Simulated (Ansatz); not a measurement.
Geometry optimisation, UKS B3LYP/6-31G* in Ansatz 0.2.0.

Input:

```yaml
crystal:
  periodic: [false, false, false]
  atoms:
    - { symbol: Si, position_ang: [-0.5674, 0.3213, 1.9037] }
    - { symbol: C, position_ang: [0.1716, 0.2804, 0.1925] }
    - { symbol: "N", position_ang: [-0.442, -0.8152, -0.5834] }
    - { symbol: C, position_ang: [-0.0173, -1.0304, -1.7976] }
    - { symbol: S, position_ang: [1.053, -0.1687, -2.7963] }
    - { symbol: H, position_ang: [-0.0129, 1.5028, 2.6606] }
    - { symbol: H, position_ang: [-2.052, 0.6232, 1.8009] }
    - { symbol: H, position_ang: [-0.3434, -0.8684, 2.655] }
    - { symbol: H, position_ang: [1.2558, 0.1471, 0.367] }
    - { symbol: H, position_ang: [0.0077, 1.243, -0.2854] }
    - { symbol: H, position_ang: [-0.5974, -1.8838, -2.2819] }
    - { symbol: H, position_ang: [-1.17294, -1.45796, -0.21708] }
magnetization:
  spin_polarized: true
basis:
  gaussian: { orbitals: "6-31G*" }
hamiltonian:
  xc: b3lyp
relax:
  f_tol: 0.02
  max_steps: 50
```

Run as:

```bash
$ ansatz run input.yaml --threads 2 --pin off --max-ram 3072MiB --backend cpu --events-out ev --progress --plain --runs-dir out
```

**Question.** Where does it end, and by what steps?

**Answer.** The forces met the threshold. After 6 steps the energy has fallen by 0.391 eV; S5 moved furthest, 0.14 Å.

```csv
step,energy less start (eV),largest force component (eV/Å),accepted
0,0.0000,3.898,yes
1,-0.2429,1.429,yes
2,-0.2443,2.049,yes
3,-0.3836,0.299,yes
4,-0.3897,0.161,yes
5,-0.3913,0.027,yes
6,-0.3914,0.013,yes
```

```xyz
12
Properties=species:S:1:pos:R:3
Si -0.601 0.370 1.960
C 0.128 0.283 0.205
N -0.431 -0.786 -0.618
C -0.030 -1.049 -1.875
S 1.139 -0.248 -2.727
H 0.026 1.513 2.669
H -2.075 0.566 1.896
H -0.327 -0.892 2.699
H 1.217 0.152 0.263
H -0.021 1.244 -0.307
H -0.578 -1.890 -2.311
H -1.166 -1.368 -0.236
```

Whether the end is a true minimum wasn't checked by a vibrational analysis.

Run time: 39 s on 2 threads of Arm Neoverse V1 (shared host), peak memory 0.3 GiB.
